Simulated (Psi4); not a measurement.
H4Cl2GeSi, singlet, geometry from GFN2-xTB; PBE/6-31G** run with Psi4 1.11.

Psi4 was given this input:
```
memory 2 GB

molecule {
0 1
  Si    0.69485631   -0.06953053    0.41612015
  Cl    1.30318230    1.80161360   -0.01386393
  Cl    1.51253987   -1.35799932   -0.89816068
  Ge   -1.62849490   -0.17351836    0.23023785
  H     1.20795646   -0.40634332    1.73961066
  H    -2.19409129   -1.50447126    0.61029315
  H    -2.33941640    0.80881596    1.10480925
  H    -2.15787737    0.08657064   -1.14358816
}

set basis 6-31g**

energy('pbe')
print_variables()
```

Output, abridged:

```
   => Loading Basis Set <=

    Name: 6-31G**
    Role: ORBITAL
    Keyword: BASIS

         ---------------------------------------------------------
                                   SCF
               by Justin Turney, Rob Parrish, Andy Simmonett
                          and Daniel G. A. Smith
                              RKS Reference
         ---------------------------------------------------------

  ==> Geometry <==

    Molecular point group: c1
    Full point group: C1

    Geometry (in Angstrom), charge = 0, multiplicity = 1:

       Center              X                  Y                   Z               Mass
    ------------   -----------------  -----------------  -----------------  -----------------
         SI           0.740368400963    -0.067923501852     0.421249186353    27.976926534650
         CL           1.348694390963     1.803220628148    -0.008734893647    34.968852682000
         CL           1.558051960963    -1.356392291852    -0.893031643647    34.968852682000
         GE          -1.582982809037    -0.171911331852     0.235366886353    73.921177761000
         H            1.253468550963    -0.404736291852     1.744739696353     1.007825032230
         H           -2.148579199037    -1.502864231852     0.615422186353     1.007825032230
         H           -2.293904309037     0.810422988148     1.109938286353     1.007825032230
         H           -2.112365279037     0.088177668148    -1.138459123647     1.007825032230

  Running in c1 symmetry.

  Rotational constants: A =      0.08016  B =      0.04218  C =      0.02942 [cm^-1]
  Rotational constants: A =   2402.99267  B =   1264.41075  C =    881.95596 [MHz]
  Nuclear repulsion =  507.096215802852612

  Charge       = 0
  Multiplicity = 1
  Electrons    = 84
  Nalpha       = 42
  Nbeta        = 42

  ==> Algorithm <==

  SCF Algorithm Type is DF.
  DIIS enabled.
  MOM disabled.
  Fractional occupation disabled.
  Guess Type is SAD.
  Energy threshold   = 1.00e-06
  Density threshold  = 1.00e-06
  Integral threshold = 1.00e-12

  ==> Primary Basis <==

  Basis Set: 6-31G**
    Blend: 6-31G**
    Number of shells: 48
    Number of basis functions: 112
    Number of Cartesian functions: 112
    Spherical Harmonics?: false
    Max angular momentum: 2

  ==> DFT Potential <==

   => LibXC <=

    Version 7.1.2
    S. Lehtola, C. Steigemann, M. J. T. Oliveira, and M. A. L. Marques,  SoftwareX 7, 1–5 (2018) (10.1016/j.softx.2017.11.002)

   => Composite Functional: PBE <=

    PBE GGA Exchange-Correlation Functional

    J.P. Perdew et. al., Phys. Rev. Lett., 77(18), 3865-3868, 1996

    Deriv               =              1
    GGA                 =           TRUE
    Meta                =          FALSE

    Exchange Hybrid     =          FALSE
    MP2 Hybrid          =          FALSE

   => Exchange Functionals <=

    1.0000     XC_GGA_X_PBE

   => Correlation Functionals <=

    1.0000     XC_GGA_C_PBE

   => LibXC Density Thresholds  <==

    XC_GGA_C_PBE:  1.00E-12
    XC_GGA_X_PBE:  1.00E-15

   => Molecular Quadrature <=

    Radial Scheme          =       TREUTLER
    Pruning Scheme         =           NONE
    Nuclear Scheme         =       TREUTLER

    Blocking Scheme        =         OCTREE
    BS radius alpha        =              1
    Pruning alpha          =              1
    Radial Points          =             75
    Spherical Points       =            302
    Total Points           =         171600
    Total Blocks           =           1335
    Max Points             =            256
    Max Functions          =            105
    Weights Tolerance      =       1.00E-15

   => Loading Basis Set <=

    Name: (6-31G** AUX)
    Role: JKFIT
    Keyword: DF_BASIS_SCF

  ==> Integral Setup <==

  SCF_SUBTYPE=INCORE selected. In-core MEM_DF algorithm will be used.
  Using in-core AOs.

  ==> MemDFJK: Density-Fitted J/K Matrices <==

    J tasked:                   Yes
    K tasked:                    No
    wK tasked:                   No
    Algorithm:                 Core
    Schwarz Cutoff:           1E-12
    Mask sparsity (%):       8.0995
    Fitting Condition:        1E-10

   => Auxiliary Basis Set <=

  Basis Set: (6-31G** AUX)
    Blend: CC-PVDZ-JKFIT
    Number of shells: 191
    Number of basis functions: 699
    Number of Cartesian functions: 699
    Spherical Harmonics?: false
    Max angular momentum: 3

  Minimum eigenvalue in the overlap matrix is 6.0769915855E-04.
  Reciprocal condition number of the overlap matrix is 9.2908987927E-05.
    Using symmetric orthogonalization.

  ==> Pre-Iterations <==

  SCF Guess: Superposition of Atomic Densities via on-the-fly atomic UHF (no occupation information).

   -------------------------
    Irrep   Nso     Nmo
   -------------------------
     A        112     112
   -------------------------
    Total     112     112
   -------------------------

  ==> Iterations <==

                           Total Energy        Delta E     RMS |[F,P]|

   @DF-RKS iter SAD: -3285.36812636341438   -3.28537e+03   0.00000e+00
   @DF-RKS iter   1: -3286.35406400788179   -9.85938e-01   2.74749e-02 ADIIS/DIIS
   @DF-RKS iter   2: -3238.12134513735964    4.82327e+01   1.11182e-01 ADIIS
   @DF-RKS iter   3: -3285.71173450320975   -4.75904e+01   3.62958e-02 ADIIS/DIIS
   @DF-RKS iter   4: -3288.15221285849657   -2.44048e+00   3.79151e-03 ADIIS/DIIS
   @DF-RKS iter   5: -3288.19525546352043   -4.30426e-02   1.03932e-03 ADIIS/DIIS
   @DF-RKS iter   6: -3288.20638505900024   -1.11296e-02   1.81800e-04 ADIIS/DIIS
   @DF-RKS iter   7: -3288.20659864813797   -2.13589e-04   7.24669e-05 DIIS
   @DF-RKS iter   8: -3288.20663553547365   -3.68873e-05   2.34155e-05 DIIS
   @DF-RKS iter   9: -3288.20663940538861   -3.86991e-06   2.74000e-06 DIIS
   @DF-RKS iter  10: -3288.20663947496314   -6.95745e-08   7.23502e-07 DIIS
  Energy and wave function converged.

  ==> Post-Iterations <==

   Electrons on quadrature grid:
      Ntotal   =   83.9999979377 ; deviation = -2.062e-06

    Orbital Energies [Eh]
    ---------------------

    Doubly Occupied:

       1A   -397.072641     2A   -100.690260     3A   -100.690248
       4A    -65.496220     5A    -49.197265     6A    -43.813506
       7A    -43.813340     8A    -43.813329     9A     -9.190907
      10A     -9.190888    11A     -7.013423    12A     -7.013404
      13A     -7.006380    14A     -7.006367    15A     -7.005937
      16A     -7.005910    17A     -5.992160    18A     -5.126900
      19A     -4.206516    20A     -4.206199    21A     -4.206140
      22A     -3.540209    23A     -3.538266    24A     -3.535192
      25A     -1.094814    26A     -1.094764    27A     -1.093100
      28A     -1.091252    29A     -1.091246    30A     -0.789420
      31A     -0.762837    32A     -0.539677    33A     -0.480715
      34A     -0.385483    35A     -0.379759    36A     -0.348403
      37A     -0.318002    38A     -0.312925    39A     -0.305236
      40A     -0.301868    41A     -0.292670    42A     -0.262412

    Virtual:

      43A     -0.038294    44A     -0.037716    45A     -0.020118
      46A      0.036208    47A      0.046740    48A      0.056303
      49A      0.083662    50A      0.104907    51A      0.143042
      52A      0.149109    53A      0.170482    54A      0.190955
      55A      0.194727    56A      0.196614    57A      0.316079
      58A      0.318232    59A      0.348204    60A      0.354942
      61A      0.379590    62A      0.435021    63A      0.453670
      64A      0.458555    65A      0.473571    66A      0.495284
      67A      0.505766    68A      0.539517    69A      0.549084
      70A      0.569813    71A      0.575301    72A      0.631818
      73A      0.652592    74A      0.669295    75A      0.767164
      76A      0.789103    77A      0.789283    78A      0.796056
      79A      0.814221    80A      0.815289    81A      0.869523
      82A      0.899299    83A      0.946771    84A      0.990004
      85A      1.105488    86A      1.111024    87A      1.115341
      88A      1.129813    89A      1.224568    90A      1.259042
      91A      1.892269    92A      1.967538    93A      1.974457
      94A      2.052735    95A      2.056365    96A      2.146919
      97A      2.201778    98A      2.202846    99A      2.416483
     100A      2.525796   101A      2.528196   102A      2.591065
     103A      2.890471   104A      3.275891   105A      3.285674
     106A      3.393640   107A      3.396322   108A      3.403940
     109A      3.893804   110A      4.160038   111A      4.183083
     112A     86.330313

    Final Occupation by Irrep:
              A
    DOCC [    42 ]
    NA   [    42 ]
    NB   [    42 ]

  @DF-RKS Final Energy: -3288.20663947496314

   => Energetics <=

    Nuclear Repulsion Energy =            507.0962158028526119
    One-Electron Energy =               -5579.5001143135632447
    Two-Electron Energy =                1941.2909287946795303
    DFT Exchange-Correlation Energy =    -157.0936697589317532
    Empirical Dispersion Energy =           0.0000000000000000
    VV10 Nonlocal Energy =                  0.0000000000000000
    Total Energy =                      -3288.2066394749631399

Computation Completed

Properties will be evaluated at   0.000000,   0.000000,   0.000000 [a0]

Properties computed using the SCF density matrix

 Multipole Moments:

 ------------------------------------------------------------------------------------
     Multipole            Electronic (a.u.)      Nuclear  (a.u.)        Total (a.u.)
 ------------------------------------------------------------------------------------

 L = 1.  Multiply by 2.5417464519 to convert [e a0] to [Debye]
 Dipole X            :         -7.5606995            7.2244522           -0.3362472
 Dipole Y            :         -0.3797582            0.2550945           -0.1246637
 Dipole Z            :         -0.4469473            0.8141675            0.3672202
 Magnitude           :                                                    0.5132776

 ------------------------------------------------------------------------------------

  Variable Map:
  ----------------------------------------------------------------------------
  "CURRENT ENERGY"              =>   -3288.206639474963
  "CURRENT REFERENCE ENERGY"    =>   -3288.206639474963
  "DD SOLVATION ENERGY"         =>       0.000000000000
  "DFT FUNCTIONAL TOTAL ENERGY" =>   -3288.206639474963
  "DFT TOTAL ENERGY"            =>   -3288.206639474963
  "DFT VV10 ENERGY"             =>       0.000000000000
  "DFT XC ENERGY"               =>    -157.093669758932
  "GRID ELECTRONS ALPHA"        =>      41.999998968862
  "GRID ELECTRONS BETA"         =>      41.999998968862
  "GRID ELECTRONS TOTAL"        =>      83.999997937723
  "NUCLEAR REPULSION ENERGY"    =>     507.096215802853
  "ONE-ELECTRON ENERGY"         =>   -5579.500114313563
  "PCM POLARIZATION ENERGY"     =>       0.000000000000
  "PE ENERGY"                   =>       0.000000000000
  "SCF ITERATION ENERGY"        =>   -3288.206639474963
  "SCF ITERATIONS"              =>      10.000000000000
  "SCF TOTAL ENERGY"            =>   -3288.206639474963
  "TWO-ELECTRON ENERGY"         =>    1941.290928794680
  "XC GRID RADIAL POINTS"       =>      75.000000000000
  "XC GRID SPHERICAL POINTS"    =>     302.000000000000
  "XC GRID TOTAL POINTS"        =>  171600.000000000000

  Array Variable Map:
  ----------------------------------------------------------------------------
  "CURRENT DIPOLE"              =>      -0.336247243172 ... 0.367220188712 1 by 3
  "SCF DIPOLE"                  =>      -0.336247243172 ... 0.367220188712 1 by 3
  "SCF TOTAL ENERGIES"          =>   -3285.368126363414 ... -3288.206639474963 1 by 11
```
